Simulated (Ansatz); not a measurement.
System: C₄H₁₃NSi, charge 0, multiplicity 1. 
Structure (B3LYP-D3(BJ)/def2-TZVP (Ansatz, a first-principles code) minimum search):
```xyz
19

N     -3.6467    -0.5573     0.1283
C     -2.4557     0.1824    -0.2935
C     -1.1919    -0.4905     0.2243
C      0.0841     0.2610    -0.1485
C      1.3582    -0.4183     0.3676
Si     2.9409     0.4953    -0.0747
H     -4.4905    -0.0925    -0.1851
H     -3.6504    -1.4845    -0.2827
H     -2.5242     1.1901     0.1263
H     -2.3764     0.3014    -1.3852
H     -1.1377    -1.5106    -0.1741
H     -1.2656    -0.5869     1.3110
H      0.0272     1.2805     0.2474
H      0.1393     0.3634    -1.2374
H      1.4248    -1.4370    -0.0287
H      1.3106    -0.5213     1.4567
H      3.0767     0.6088    -1.5487
H      4.1299    -0.2179     0.4537
H      2.9225     1.8663     0.4940
```

Total electronic energies in hartree. Cores are frozen in the correlated levels unless marked. Spin-orbit coupling is left out. No relativistic terms. CBS marks a two-point X^-3 extrapolation of the correlation energy; Hartree-Fock from the larger set. The bracket is a focal-point correction in the basis named.

```json
[
 {"level": "HF/cc-pV(D+d)Z", "program": "Ansatz", "energy (Eh)": "-502.43434"},
 {"level": "HF/cc-pVTZ", "program": "Ansatz", "energy (Eh)": "-502.50546"},
 {"level": "HF/cc-pwCVTZ", "program": "Ansatz", "energy (Eh)": "-502.51079"},
 {"level": "SVWN5/def2-TZVPD", "program": "Ansatz", "energy (Eh)": "…"},
 {"level": "BLYP/def2-TZVPD", "program": "Ansatz", "energy (Eh)": "-504.44474"},
 {"level": "revPBE/def2-TZVPD", "program": "Ansatz", "energy (Eh)": "-504.44339"},
 {"level": "B3LYP/def2-TZVPD", "program": "Ansatz", "energy (Eh)": "-504.61124"},
 {"level": "PBE0/def2-TZVP", "program": "Ansatz", "energy (Eh)": "-504.18896"},
 {"level": "PBE0/def2-QZVPP", "program": "Ansatz", "energy (Eh)": "-504.21646"},
 {"level": "CAM-B3LYP-D3(BJ)/def2-TZVPD", "program": "Ansatz + dftd3", "energy (Eh)": "-504.47416"},
 {"level": "CAM-B3LYP/def2-TZVPD", "program": "Ansatz", "energy (Eh)": "-504.46273"},
 {"level": "B2GP-PLYP/def2-TZVPD", "program": "Ansatz", "energy (Eh)": "-504.16002"},
 {"level": "MP2/cc-pVTZ", "program": "Ansatz", "energy (Eh)": "-503.55544"},
 {"level": "RI-MP2/aug-cc-pV(T+d)Z", "program": "Ansatz", "energy (Eh)": "-503.57991"},
 {"level": "RI-MP2/CBS(cc-pV(T+d)Z,cc-pV(Q+d)Z)", "program": "Ansatz", "energy (Eh)": "-503.6931"},
 {"level": "SCS-MP2/STO-3G", "program": "Ansatz", "energy (Eh)": "-496.87370"},
 {"level": "SCS-MP2/aug-cc-pV(D+d)Z", "program": "Ansatz", "energy (Eh)": "-503.34678"},
 {"level": "SCS-MP2/aug-cc-pV(T+d)Z", "program": "Ansatz", "energy (Eh)": "-503.59486"},
 {"level": "SCS-MP2/cc-pVTZ", "program": "Ansatz", "energy (Eh)": "-503.56906"},
 {"level": "CCSD/6-31G*", "program": "Ansatz", "energy (Eh)": "-503.23696"},
 {"level": "CCSD(T)/6-31G", "program": "Ansatz", "energy (Eh)": "-502.87231"},
 {"level": "CCSD(T)/cc-pVTZ", "program": "Ansatz", "energy (Eh)": "-503.67112"},
 {"level": "RI-MP2/CBS(aug-cc-pV(T+d)Z,aug-cc-pV(Q+d)Z)+[CCSD(T)-MP2]/aug-cc-pV(T+d)Z", "program": "Ansatz", "energy (Eh)": "-503.8101"}
]
```

Some entries are withheld; supply them.


- SVWN5/def2-TZVPD, energy (Eh): -501.44159
